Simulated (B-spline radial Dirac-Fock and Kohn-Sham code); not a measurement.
## Neutral thallium: differential elastic cross section for electrons at 398 eV

Method: relativistic (Dirac) partial waves in the static field of the Dirac-Fock atom with Furness-McCarthy exchange, without polarisation or absorption potentials. Computed with a radial atomic solver.

The run's input, task.json:

```json
{"items": [{
  "Z": 81,
  "q": 0,
  "cfg": [[1, 0, 2], [2, 0, 2], [2, 1, 6], [3, 0, 2], [3, 1, 6], [3, 2, 10], [4, 0, 2], [4, 1, 6], [4, 2, 10], [4, 3, 14], [5, 0, 2], [5, 1, 6], [5, 2, 10], [6, 0, 2], [6, 1, 1]],
  "A": 205,
  "rrms": 5.4759,
  "do": "elastic",
  "energies": [[398.0, 0]],
  "theta": [0, 0.5, 1, 2, 4, 8, 12, 16, 24, 32, 45, 60, 75, 90, 105, 120, 135, 150, 165, 180]
}]}
```

Run with: `python xray2_run.py task.json out`

| θ (°) | dσ/dΩ (a₀²/sr) | Sherman function |
| --- | --- | --- |
| 0 | 133 | 0.000 |
| 0.5 | 132 | 0.000 |
| 1 | 130 | 0.000 |
| 2 | 124 | 0.000 |
| 4 | 102 | 0.001 |
| 8 | 55.5 | 0.002 |
| 12 | 27.6 | 0.004 |
| 16 | 13.7 | 0.003 |
| 24 | 2.92 | -0.017 |
| 32 | 0.583 | -0.099 |
| 45 | 1.18 | 0.044 |
| 60 | 0.542 | 0.149 |
| 75 | 0.0630 | -0.376 |
| 90 | 0.597 | -0.104 |
| 105 | 0.242 | -0.106 |
| 120 | 0.0443 | -0.200 |
| 135 | 0.229 | -0.051 |
| 150 | 0.0382 | -0.210 |
| 165 | 0.449 | -0.006 |
| 180 | 0.998 | 0.000 |

The total elastic cross section is 17.2 a₀², the first transport cross section 3.71 a₀² and the second, weighted with (3/2) sin²θ, 5.28 a₀². The mean deflection is ⟨1 − cos θ⟩ = 0.216, and 8.7 % of the collisions scatter beyond 90°.

On this grid of angles the cross section has minima near 32°, 75°, 120°, 150°, from interference among the few low partial waves with large phase shifts.

Phase shifts modulo π (rad) for κ = −1 to −5: -0.537, 0.338, 1.089, 1.561, -0.991.
